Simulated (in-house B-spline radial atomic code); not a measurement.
**K VI (K5+): [Ne] 3s2 3p2**

Computed with a radial B-spline atomic code at the basis-set limit: Dirac-Kohn-Sham wB97X, spherical fractional occupations, exact exchange averaged over the configuration, Fermi nucleus of rms radius 3.4349 fm.

Screening seen three ways: the hydrogenic charge with the same mean radius, Z_r = [3n² - l(l+1)]/(2<r>), the one with the same energy, Z_e = n√(-2ε), and Slater's rules. Values are occupation-weighted means over j.

```csv
shell,electrons,ε (eV),<r> (bohr),Z_r,Z_e,Slater
1s,2,-3637.5,0.081,18.52,16.35,18.70
2s,2,-450.63,0.3852,15.58,11.51,14.85
2p,6,-375.94,0.3482,14.36,10.51,14.85
3s,2,-112.7,1.139,11.85,8.63,9.15
3p,2,-94.142,1.193,10.48,7.89,9.15
```

The least bound orbital is 3p3/2 at -94.01 eV, and it is also the most diffuse (<r> = 1.195 bohr).

Spin-orbit splittings of the orbital energies (j = l + 1/2 above j = l - 1/2 when positive): 2p 2.938 eV, 3p 0.394 eV.

For the 1s electron the small component carries 0.46 % of the norm, the zero-frequency Breit interaction raises the level by 3.04 eV, self-energy by 1.399 eV, and vacuum polarisation lowers it by 0.1007 eV.
